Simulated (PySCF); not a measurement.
CH₃ClF₂Si, SMILES C[Si](F)(F)Cl.

Geometry: B3LYP-D3(BJ)/def2-SVP.

Method: M06-2X/def2-TZVP run with PySCF.

The molecule is in vacuum.

Q: Estimate the frontier levels, gap, dipole moment and polarisability. (An estimate is asked for; the answer gives what the named calculation found.)

A: 
```yaml
highest_occupied_level: -11.01 eV
lowest_empty_level: 1.42 eV
orbital_gap: 12.42 eV
dipole_moment: 2.45 D
quadrupole, principal values (traceless, Buckingham form, about the centre of nuclear charge): -3.07, -2.14, 5.21 D·Å
mean_static_polarisability: 44.5 bohr³ (6.60 Å³)
polarisability_principal_values: 39.0, 42.0, 52.6 bohr³
```
